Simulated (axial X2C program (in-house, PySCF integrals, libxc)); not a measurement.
**Low determinants of MgSe⁺ at the PBE0 level, with spin–orbit coupling**

All values were computed with an axial X2C code built on PySCF integrals. Two-component (2c) means X2C with spin–orbit coupling and atomic mean-field two-electron Coulomb and Gaunt terms. Basis: Se dyall-cv3z [8s9p6d4f1g], Mg dyall-cv3z [9s8p6d3f] (cores contracted in-house); Gaussian nuclei, density fitting, unrestricted open shells. Masses: Se 79.917 u, Mg 23.985 u.

Search at 2.390 Å (vertical energies from the lowest determinant):

```tsv
ΔE (eV)	state	electrons beyond evenly filled partner blocks	electrons in ±ω = 1/2, 3/2, 5/2, 7/2
0.00	Ω = 3/2	ω = 3/2	32 11 2 0
0.21	Ω = 1/2	ω = 1/2	31 12 2 0
1.52	Ω = 1/2	2 × ω = -1/2, ω = 3/2	32 11 2 0
2.36	Ω = 1/2	ω = 1/2	33 10 2 0
2.53	Ω = 5/2	2 × ω = 1/2, ω = 3/2	32 11 2 0
3.29	Ω = 3/2	3 × ω = 1/2	31 12 2 0
4.45	Ω = 5/2	ω = -1/2, 2 × ω = 3/2	31 12 2 0
```

Lowest determinant, Ω = 3/2 (⟨Sz⟩ = 0.50, ⟨Lz⟩ = 1.00 at PBE0): Re = 2.362 Å, ωe = 379.8 cm⁻¹.

The determinant in row 2 of the search, Ω = 1/2 (⟨Sz⟩ = -0.49, ⟨Lz⟩ = 0.99 at PBE0), was followed along the bond at PBE0; measured from the minimum of the lowest determinant it gives:

Te = 0.212 eV (1710 cm⁻¹), Re = 2.359 Å, ωe = 383.1 cm⁻¹.

Q: Compare the bond of the determinant in row 2 with that of the lowest one.

A: At PBE0 its Re is 0.003 Å shorter and its force constant, which goes as ωe², is 1.02 times that of the lowest determinant. T0 ≈ Te + Δωe/2 = 1710 + (2) = 1712 cm⁻¹.

The search compares states at one distance, so a state with another bond length can lie lower; it is not exhaustive and yields mostly the lowest determinant of each block pattern, so other components and higher states of one pattern are missing. These are energies of single determinants, not of spin-adapted states; PBE0 term energies can be off by some tenths of an eV, and the functional has no current term.
